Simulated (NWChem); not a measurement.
Program: NWChem. System: Cl$_{2}$Pb, charge 0, spin multiplicity 1, at a geometry optimised with B3LYP/def2-SVP with def2 effective core potentials on Pb. The structure started from a generated list of species. Level: MP2/def2-TZVP with def2 effective core potentials on Pb, 14 core orbitals frozen.

Input file:

```
start mol
memory heap 200 mb stack 900 mb global 1100 mb
geometry units angstroms nocenter noautoz
  Pb     0.000000     0.000000    -0.465769
  Cl     1.936313     0.000000     1.123325
  Cl    -1.936313     0.000000     1.123325
  symmetry group C2v
end
basis spherical
  * library def2-tzvp
end
ecp
  Pb library def2-ecp
end
scf
  rhf
  nopen 0
  maxiter 100
  thresh 1e-7
  semidirect memsize 60000000 filesize 0
end
mp2
  freeze core 14
end
task mp2 energy
```

Part of the output:

```
             Northwest Computational Chemistry Package (NWChem) 7.3.0
             --------------------------------------------------------

                                NWChem Input Module
                                -------------------

 Scaling coordinates for geometry "geometry" by  1.889725989
 (inverse scale =  0.529177249)

 Turning off AUTOSYM since
 SYMMETRY directive was detected!

                             Geometry "geometry" -> ""
                             -------------------------

 Output coordinates in angstroms (scale by  1.889725989 to convert to a.u.)

  No.       Tag          Charge          X              Y              Z
 ---- ---------------- ---------- -------------- -------------- --------------
    1 Pb                  82.0000     0.00000000     0.00000000    -0.46576900
    2 Cl                  17.0000     1.93631300     0.00000000     1.12332500
    3 Cl                  17.0000    -1.93631300     0.00000000     1.12332500

 Effective nuclear repulsion energy (a.u.)     628.4744569732

            Nuclear Dipole moment (a.u.)
            ----------------------------
        X                 Y               Z
 ---------------- ---------------- ----------------
     0.0000000000     0.0000000000    -0.0000151178

      Symmetry information
      --------------------

 Group name             C2v
 Group number             16
 Group order               4
 No. of unique centers     2

      Symmetry unique atoms

     1    2


 Summary of "ao basis" -> "" (spherical)
 ------------------------------------------------------------------------------
       Tag                 Description            Shells   Functions and Types
 ---------------- ------------------------------  ------  ---------------------
 *                         def2-tzvp                  on all atoms

 Summary of "ao basis" -> "ao basis" (spherical)
 ------------------------------------------------------------------------------
       Tag                 Description            Shells   Functions and Types
 ---------------- ------------------------------  ------  ---------------------
 Pb                        def2-tzvp                16       50   6s5p3d2f
 Cl                        def2-tzvp                13       37   5s5p2d1f

                                 NWChem SCF Module
                                 -----------------

  ao basis        = "ao basis"
  functions       =   124
  atoms           =     3
  closed shells   =    28
  open shells     =     0
  charge          =   0.00
  wavefunction    = RHF
  use symmetry    = T
  symmetry adapt  = T

 Summary of "ao basis" -> "ao basis" (spherical)
 ------------------------------------------------------------------------------
       Tag                 Description            Shells   Functions and Types
 ---------------- ------------------------------  ------  ---------------------
 Pb                        def2-tzvp                16       50   6s5p3d2f
 Cl                        def2-tzvp                13       37   5s5p2d1f

      Symmetry analysis of basis
      --------------------------

        a1         46
        a2         17
        b1         37
        b2         24

 Forming initial guess at       0.2s

      Superposition of Atomic Density Guess
      -------------------------------------

 Sum of atomic energies:       -1138.31600006

      Non-variational initial energy
      ------------------------------

 Total energy =   -1110.763129
 1-e energy   =   -2000.179468
[...]
  ----- ------------  ---------------      ----- ------------  ---------------
    20      0.520948  1 Pb py                17      0.456352  1 Pb py
    11     -0.353012  1 Pb py                14      0.245812  1 Pb py
    69     -0.178741  2 Cl py               106     -0.178741  3 Cl py

 Vector   30  Occ=0.000000D+00  E= 5.000469D-02  Symmetry=a1
              MO Center=  1.2D-15,  3.3D-16, -7.3D-01, r^2= 7.0D+00
   Bfn.  Coefficient  Atom+Function         Bfn.  Coefficient  Atom+Function
  ----- ------------  ---------------      ----- ------------  ---------------
    21      0.907715  1 Pb pz                 5      0.484424  1 Pb s
    55     -0.269362  2 Cl s                 92     -0.269362  3 Cl s
    12     -0.245585  1 Pb pz                15      0.225928  1 Pb pz
    68      0.215885  2 Cl px               105     -0.215885  3 Cl px
     3     -0.197671  1 Pb s                  4     -0.173749  1 Pb s

 Vector   31  Occ=0.000000D+00  E= 5.507154D-02  Symmetry=b1
              MO Center=  3.5D-12, -1.2D-15, -8.0D-01, r^2= 6.8D+00
   Bfn.  Coefficient  Atom+Function         Bfn.  Coefficient  Atom+Function
  ----- ------------  ---------------      ----- ------------  ---------------
    19      0.925117  1 Pb px                10     -0.267938  1 Pb px
    55     -0.264039  2 Cl s                 92      0.264039  3 Cl s
    13      0.247948  1 Pb px                35      0.207949  1 Pb d  1
    70      0.169363  2 Cl pz               107     -0.169363  3 Cl pz

 center of mass
 --------------
 x =   0.00000000 y =   0.00000000 z =  -0.12447674

 moments of inertia (a.u.)
 ------------------
         471.967151703569           0.000000000000           0.000000000000
           0.000000000000        1408.364423764150           0.000000000000
           0.000000000000           0.000000000000         936.397272060581

  Mulliken analysis of the total density
  --------------------------------------

    Atom       Charge   Shell Charges
 -----------   ------   -------------------------------------------------------
    1 Pb  22    20.98   0.07 -0.59  1.79  0.76  1.19  0.67 -0.62  6.55  0.38  0.55  0.07  9.13  0.88  0.12  0.05  0.00
    2 Cl  17    17.51   2.01  0.45  1.52  1.08  0.91  4.18  1.69  1.06  2.86  1.73  0.00  0.02  0.00
    3 Cl  17    17.51   2.01  0.45  1.52  1.08  0.91  4.18  1.69  1.06  2.86  1.73  0.00  0.02  0.00

       Multipole analysis of the density wrt the origin
       ------------------------------------------------

     L   x y z        total         open         nuclear
     -   - - -        -----         ----         -------
     0   0 0 0      0.000000      0.000000     56.000000

     1   1 0 0      0.000000      0.000000      0.000000
     1   0 1 0      0.000000      0.000000      0.000000
     1   0 0 1     -2.088314      0.000000     52.810532

     2   2 0 0    -48.331397      0.000000    455.226684
     2   1 1 0      0.000000      0.000000      0.000000
     2   1 0 1     -0.000000      0.000000      0.000000
     2   0 2 0    -36.701082      0.000000      0.000000
     2   0 1 1      0.000000      0.000000      0.000000
     2   0 0 2    -41.407035      0.000000    170.253722

                   NWChem MP2 Semi-direct Energy/Gradient Module
                   ---------------------------------------------

  Basis functions       =    124
  Molecular orbitals    =    124
  Frozen core           =     14
  Frozen virtuals       =      0
  Active alpha occupied =     14
  Active beta occupied  =     14
  Active alpha virtual  =     96
  Active beta virtual   =     96
  Use MO symmetry       = T
  Use skeleton AO sym   = T

  AO/Fock/Back tols     =   1.0D-09  1.0D-09  1.0D-09

 GA uses MA = F    GA memory limited = T

 Available:
  local mem=  1.26D+08
 global mem=  1.44D+08
 local disk=  0.00D+00
  mp2_memr nvloc                    96
  nvloc new                    96
   1 passes of  14:        5242880                      98540                  33119400.
   1 passes of  14: M    126137231           G      144148448           F     120894351.

 Semi-direct pass number   1 of   1  for RHF alpha+beta  at        5.3s
  vrange nnbf                  7242
  mp2_eaftype                   126  avail_ma_in_mb                  1099
 EAF : mp2_eaftype filesize         126   16559700.
  mp2_eaf for mointskh                    126
Node 0 wrote     77.9 Mb in      0.0 s     Agg I/O rate:  2392.9 Mb/s
 Done moints_semi at       16.5s
  mp2_eaftype                   126  avail_ma_in_mb                   973
 EAF : mp2_eaftype filesize         126   16559700.
  mp2_eaf for kh                   126
 Done maket at       16.9s
 Done multipass loop at       16.9s

          -------------------------------------------
          SCF energy               -1110.976681525243
          Correlation energy          -0.759231316413
          Singlet pairs               -0.407581767306
          Triplet pairs               -0.351649549107
          Total MP2 energy         -1111.735912841656
          -------------------------------------------

          ---------------------------------------------------
                    Spin Component Scaled (SCS) MP2
          Same spin pairs                     -0.234433032738
          Same spin scaling factor             0.333333333333
          Opposite spin pairs                 -0.524798283675
          Opposite spin scaling fact.          1.200000000000
          SCS-MP2 correlation energy          -0.707902284656
          Total SCS-MP2 energy             -1111.684583809899
          ---------------------------------------------------

 -----------------------
 Performance information
 -----------------------

 Timer overhead =  1.73D-07 seconds/call

               Nr. of calls         CPU time (s)                 Wall time (s)                GFlops
             ---------------    -------------------     ------------------------------   -------------------
Name         Min   Avg   Max    Min     Avg     Max     Min     Avg     Max   Mx/calls   Min     Max     Sum
mp2: moin     1     1     1    11.     11.     11.      11.     11.     11.     11.      0.0     0.0     0.0
mp2: make     1     1     1   0.43    0.43    0.43     0.43    0.43    0.43    0.43      0.0     0.0     0.0
mp2: tota     1     1     1    12.     12.     12.      12.     12.     12.     12.      0.0     0.0     0.0

 The average no. of pstat calls per process was 3.00D+00
 with a timing overhead of 5.18D-07s

 Task  times  cpu:       16.9s     wall:       16.9s

 Total times  cpu:       16.9s     wall:       16.9s
```
